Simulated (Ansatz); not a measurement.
Geometry optimisation, Ansatz 0.2.0, RKS PBE/STO-3G.

Input file:

```yaml
crystal:
  periodic: [false, false, false]
  atoms:
    - { symbol: "N", position_ang: [-0.5784, 1.7929, 0.7029] }
    - { symbol: C, position_ang: [-0.4027, 0.386, 0.685] }
    - { symbol: C, position_ang: [-0.8249, -0.1276, -0.7553] }
    - { symbol: Si, position_ang: [0.4265, -1.6776, -0.6763] }
    - { symbol: Si, position_ang: [1.4584, -0.1979, 0.5598] }
    - { symbol: H, position_ang: [-0.1778, 2.3664, -0.0702] }
    - { symbol: H, position_ang: [-1.5857, 2.1019, 0.6588] }
    - { symbol: H, position_ang: [-0.8718, -0.104, 1.5056] }
    - { symbol: H, position_ang: [-1.8455, -0.3767, -0.8095] }
    - { symbol: H, position_ang: [-0.5156, 0.5165, -1.5641] }
    - { symbol: H, position_ang: [-0.2906, -2.8151, 0.0866] }
    - { symbol: H, position_ang: [0.9411, -2.039, -1.9835] }
    - { symbol: H, position_ang: [1.9716, -0.6327, 1.8584] }
    - { symbol: H, position_ang: [2.2823, 0.7779, -0.1694] }
basis:
  gaussian: { orbitals: STO-3G }
hamiltonian:
  xc: pbe
relax:
  f_tol: 0.02
  max_steps: 40
scf:
  lower_state_search: "off"
output:
  orbitals: {}
```

Launched with:

```bash
$ ansatz run input.yaml --threads 1 --pin off --max-ram 2048MiB --backend cpu --events-out ev --progress --plain --runs-dir out
```

Question: Where does it end, and by what steps?

Answer: It converged. Limits of this set-up: minimal basis. After 9 steps the energy has fallen by 1.168 eV; H11 moved furthest, 0.37 Å.

```
step  energy less start (eV)  largest force component (eV/Å)  accepted
   0                  0.0000                           4.371       yes
   1                 -0.9947                           1.677       yes
   2                 -1.1096                           0.761       yes
   3                 -1.1479                           0.420       yes
   4                 -1.1601                           0.105       yes
   5                 -1.1644                           0.057       yes
   6                 -1.1663                           0.063       yes
   7                 -1.1673                           0.059       yes
   8                 -1.1679                           0.032       yes
   9                 -1.1680                           0.008       yes
```

```xyz
14
Properties=species:S:1:pos:R:3
N -0.499 2.001 0.720
C -0.355 0.486 0.638
C -0.892 -0.261 -0.676
Si 0.412 -1.654 -0.756
Si 1.431 -0.238 0.658
H -0.117 2.346 -0.222
H -1.551 2.167 0.573
H -0.912 0.079 1.511
H -1.959 -0.547 -0.608
H -0.784 0.414 -1.548
H -0.067 -2.911 -0.193
H 0.947 -1.915 -2.088
H 1.928 -0.660 1.963
H 2.405 0.664 0.054
```

Whether the end is a true minimum wasn't checked by a vibrational analysis.

Time of the run: 41 s on 1 thread of Arm Neoverse N1, with other jobs on the host, peak memory 0.12 GiB.
